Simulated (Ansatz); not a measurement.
System: CH3Si, charge 0, doublet. CH3Si (SMILES C=[SiH], doublet).
B3LYP-D3(BJ)/def2-TZVP minimum from Ansatz (a program for electronic structure):
```xyz
5

C     -1.0946    -0.0911    -0.0174
Si     0.6114    -0.0386     0.0085
H     -1.6691     0.8306    -0.0133
H     -1.6688    -1.0070    -0.0383
H      1.3450     1.2633     0.0370
```
Charge 0, spin multiplicity 2.

Total energies in hartree (Ansatz). Open shells are spin-unrestricted; no spin-orbit coupling. Correlated methods leave the cores frozen. No relativity. For partners of very few electrons the exact lower level stands in for a higher one. The UHF reference of CH3Si (C=[SiH], doublet) is spin-contaminated (<S^2> up to 0.44 over the pure value in the sets run).

```csv
species,HF/cc-pV(T+d)Z,CCSD(T)/cc-pV(T+d)Z,HF/cc-pV(Q+d)Z,CCSD(T)/cc-pV(Q+d)Z,CCSDT(Q)/cc-pV(T+d)Z
"1: CH3Si (SMILES C=[SiH], doublet)",-328.47806,-328.77897,-328.48384,-328.79974,-328.78234
2: C (triplet),-37.69157,-37.78076,-37.69331,-37.78654,-37.78126
3: Si (triplet),-288.85649,-288.93344,-288.85845,-288.93781,-288.93426
4: H (doublet),-0.49981,-0.49981,-0.49995,-0.49995,-0.49981
```

Q: Work out the atomisation energy (electronic, to ground-state atoms) in kcal/mol: take Hartree-Fock from cc-pV(Q+d)Z, extrapolate the CCSD(T) correlation energy as X^-3 (X = 3, 4), and add CCSDT(Q) - CCSD(T) in cc-pV(T+d)Z. 1 hartree = 627.51 kcal/mol.

A: 
Species 1: correlation (64·(-0.31590) - 27·(-0.30091))/37 = -0.32684; step -0.00337; E1 = -328.48384 + (-0.32684) + (-0.00337) = -328.81405
Species 2: correlation (64·(-0.09323) - 27·(-0.08919))/37 = -0.09618; step -0.00050; E2 = -37.69331 + (-0.09618) + (-0.00050) = -37.78999
Species 3: correlation (64·(-0.07936) - 27·(-0.07695))/37 = -0.08112; step -0.00082; E3 = -288.85845 + (-0.08112) + (-0.00082) = -288.94039
Species 4: correlation (64·(0.00000) - 27·(0.00000))/37 = 0.00000; step +0.00000; E4 = -0.49995 + (0.00000) + (+0.00000) = -0.49995
-1·E1 +1·E2 +1·E3 +3·E4 = 0.58382 hartree = 366.4 kcal/mol.
